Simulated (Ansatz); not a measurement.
Compare A (`SC1NBO1`) with its isomer B (`BNC(=O)S`).

Calculated with Ansatz (gas phase, PBE0-D4/def2-TZVP geometries, no zero-point term in ΔE). CCSD(T)/CBS adds triple-zeta CCSD(T) − MP2 to the extrapolated MP2 energy (def2 sets, frozen cores). Functionals use def2-TZVPP. Each species was taken in one conformer, which may not be the lowest.

Q: Which isomer does CCSD(T)/CBS put lower? Give the gap. (Best estimate.)

A: Ansatz gave: A, by 2.5 kcal/mol.

Q: Give E(B) − E(A) in kcal/mol with CCSD(T)/def2-TZVPP, B2PLYP, PBE0-D4, BLYP-D4, CCSD(T)/def2-SVP, MP2/def2-TZVPP, HF/def2-TZVPP. (An estimate is asked.)

A: Computed: CCSD(T)/def2-TZVPP 1.3, B2PLYP -1.7, PBE0-D4 1.6, BLYP-D4 -5.6, CCSD(T)/def2-SVP -1.0, MP2/def2-TZVPP 2.0, HF/def2-TZVPP -3.2. The order is the other way round with B2PLYP, BLYP-D4, CCSD(T)/def2-SVP, HF/def2-TZVPP.

Q: Does the order hold for the free energy at 298.15 K (harmonic terms from PBE0-D4)? (Best estimate.)

A: Computed: Yes: G(B) − G(A) = +0.8 kcal/mol, for one conformer each.

Largest T1 diagnostic: 0.016.

From PBE to PBE0 (25 % exact exchange), in def2-TZVPP and without D4, E(B) − E(A) moves by +2.7 kcal/mol. In def2-TZVPP, CCSD(T) changes the Hartree–Fock value by +4.5 kcal/mol (the triples alone add −0.5 kcal/mol) and MP2 by +5.3 kcal/mol.
